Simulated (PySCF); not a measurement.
Compound: C3H6ClFSi.
Bonds: C1–C2 (double), C2–F3, C2–Si4, Si4–C5, C5–Cl6. Hydrogens: H7, H8 on C1; H9, H10 on Si4; H11, H12 on C5.

Method: PBE0-D3(BJ)/def2-SVP geometry optimisation, gas phase (PySCF); density fitting, grid level 1; the optimiser is geomeTRIC in internal coordinates, started from a GFN2-xTB structure with every atom displaced at random (about 0.01 Å).

The end geometry, which sets the zero of energy:
```
atom  x, y, z in Å
C1      2.2632    0.5286   -0.0888
C2      0.9739    0.7243   -0.3619
F3      0.5124    1.9807   -0.5367
Si4    -0.3683   -0.5919   -0.5313
C5     -1.7245   -0.2170    0.7299
Cl6    -3.0517   -1.4058    0.5600
H7      2.6409   -0.4844    0.0586
H8      2.9614    1.3670   -0.0098
H9     -0.9572   -0.5423   -1.8990
H10     0.2424   -1.9244   -0.2642
H11    -2.1393    0.7897    0.5748
H12    -1.3441   -0.2728    1.7603
```

Task: These geometries come from the run, each turned onto the end geometry. Order them by energy, lowest first.
A.
```
atom  x, y, z in Å
C1      2.3028    0.5225   -0.1592
C2      0.9916    0.7206   -0.2834
F3      0.5073    1.9798   -0.3465
Si4    -0.3554   -0.5880   -0.4722
C5     -1.7732   -0.2014    0.7140
Cl6    -3.0461   -1.4477    0.5162
H7      2.7028   -0.4927   -0.1142
H8      3.0003    1.3629   -0.0978
H9     -0.8808   -0.5532   -1.8668
H10     0.2288   -1.9232   -0.1627
H11    -2.2199    0.7803    0.5001
H12    -1.4489   -0.2082    1.7646
```
B.
```
atom  x, y, z in Å
C1      2.2850    0.5212   -0.1320
C2      0.9801    0.7197   -0.3136
F3      0.4948    1.9785   -0.3680
Si4    -0.3578   -0.5989   -0.5035
C5     -1.7497   -0.1987    0.7103
Cl6    -3.0420   -1.4271    0.5493
H7      2.6811   -0.4911   -0.0721
H8      2.9755    1.3656   -0.0494
H9     -0.9148   -0.5709   -1.8854
H10     0.2391   -1.9298   -0.2023
H11    -2.1845    0.7901    0.5062
H12    -1.3978   -0.2071    1.7523
```
C.
```
atom  x, y, z in Å
C1      2.2917    0.5049   -0.0915
C2      0.9793    0.6942   -0.3490
F3      0.5025    1.9695   -0.5023
Si4    -0.3392   -0.6100   -0.5654
C5     -1.7333   -0.2037    0.7121
Cl6    -3.0248   -1.4220    0.6002
H7      2.6784   -0.4607    0.0269
H8      2.9671    1.3661   -0.0067
H9     -0.9438   -0.5034   -1.8810
H10     0.2048   -1.9260   -0.2617
H11    -2.2081    0.7639    0.5539
H12    -1.3654   -0.2213    1.7563
```
D.
```
atom  x, y, z in Å
C1      2.3119    0.5256   -0.1820
C2      0.9976    0.7190   -0.2875
F3      0.5172    1.9780   -0.3400
Si4    -0.3583   -0.5801   -0.4678
C5     -1.7824   -0.2067    0.7203
Cl6    -3.0535   -1.4584    0.5100
H7      2.7103   -0.4945   -0.0785
H8      3.0117    1.3632   -0.1299
H9     -0.8721   -0.5396   -1.8690
H10     0.2254   -1.9151   -0.1618
H11    -2.2345    0.7746    0.5071
H12    -1.4638   -0.2143    1.7710
```

Result: B (0.002 eV), A (0.006 eV), D (0.015 eV), C (0.127 eV).

In the order of the answer:

```tsv
step	E above end (eV)	largest force (eV/Å)	rms force component (eV/Å)	rms distance from end (Å)	rms bond change (Å)	bond most changed (Å)
4	0.002	0.15	0.034	0.080	0.001	C1–H7 -0.002
2	0.006	0.12	0.030	0.111	0.001	C5–Cl6 +0.002
1	0.015	0.47	0.107	0.116	0.004	C1–H7 +0.009
0	0.127	2.67	0.696	0.045	0.027	Si4–C5 +0.044
```

The cost below is that of the whole optimisation. The run took 54 s wall on Arm Neoverse V1, one thread, shared host, and the process peaked at 0.50 GiB of memory.
